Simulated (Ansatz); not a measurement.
# Two structures, one formula

The two ends of one reaction step of SnH5OF, singlet (PBE0-D4/def2-TZVP).

A:

```xyz
8
angstrom
Sn -0.4437 -0.8908 0.6457
O 1.0845 1.3332 -0.6331
H -1.7220 -1.8748 1.2078
H 0.4979 -1.6864 -0.5213
H 0.3852 -0.1157 1.9032
H 0.1484 1.5027 -0.8060
F -1.4463 0.4883 -0.3010
H 1.4962 1.2436 -1.4952
```

B:

Sn1  (0.188, -1.023, 0.398)
O2  (0.562, 0.663, -0.607)
H3  (-1.329, -1.591, -0.124)
H4  (1.451, -2.087, -0.020)
H5  (0.228, -0.503, 2.008)
H6  (-0.540, 1.747, -0.225)
F7  (-1.274, 2.249, 0.117)
H8  (0.715, 0.545, -1.547)
(Å)

Ansatz 0.2.0; basis: def2-TZVPP; cores frozen in the correlated methods. Filled d shells of the heavier atoms are correlated. Core potentials replace the inner electrons of the atoms past krypton. The def2 sets are not built for correlating such inner shells, so the correlated values are less sure here. B3LYP uses VWN-RPA correlation.

**Question.** Which structure is lower at CCSD(T), and by how much? (An estimate is asked for; the value comes from the calculation.)

**Answer.** By the calculation: A, by 4.31 kcal/mol (electronic energy, against the other). By their contacts, A is a complex of SnH₃F ([F][SnH3]) + H₂O and B is a complex of SnH₄O ([OH][SnH3]) + HF.

All methods give the same order:

| method | E(B) − E(A) (kcal/mol) |
| --- | --- |
| SPW92 | 2.98 |
| PBE-D4 | 4.82 |
| BLYP-D4 | 5.46 |
| r2SCAN-D4 | 6.03 |
| B97M-V | 8.17 |
| PBE0-D4 | 4.72 |
| B3LYP-D4 | 5.34 |
| r2SCAN0-D4 | 5.55 |
| BHLYP-D4 | 5.81 |
| CAM-B3LYP-D4 | 5.41 |
| wB97X-V | 6.07 |
| wB97M-V | 6.24 |
| B2PLYP | 4.92 |
| PBE-QIDH | 4.29 |
| RPA on PBE | 4.59 |
| HF | 7.14 |
| MP2 | 3.46 |
| CCSD | 4.62 |
| CCSD(T) | 4.31 |

T1 diagnostic: at most 0.013.

Labels in which every atom is bracketed show which atoms are joined, not bond orders.

For scale, one of the runs: CCSD(T)/def2-TZVPP, 182 basis functions, launched by `ansatz run in.yaml --threads 4 --pin off --events-out ev --progress --plain --max-ram 9574MiB`. The run took 33 s on 4 CPU threads of an Intel Xeon (shared host), with 2.2 GiB of host memory at its peak.
